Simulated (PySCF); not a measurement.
**Electron correlation in Ag²⁺ (silver, charge +2)**

[Kr] 4d9, 2D determinant. Computed with PySCF 2.14 in x2c-TZVPPall, with scalar relativity by spin-free X2C-1e. Frozen: [Ar] 3d10; 17 electrons correlated.

```json
{"level": "CCSD", "correlation energy (mhartree)": "-544.81"}
{"level": "(T)", "correlation energy (mhartree)": "-11.38"}
{"level": "CCSD(T)", "correlation energy (mhartree)": "-556.19"}
```

Diagnostics: T1 = 0.0038, D1 = 0.0082, largest double amplitude 0.025.

Question: Is a single reference adequate?

Answer: Yes, within this model without spin-orbit coupling: T1 lies below 0.03 and no double amplitude reaches 0.07.

This basis was not built for core-valence correlation, so the inner-shell part is incomplete.
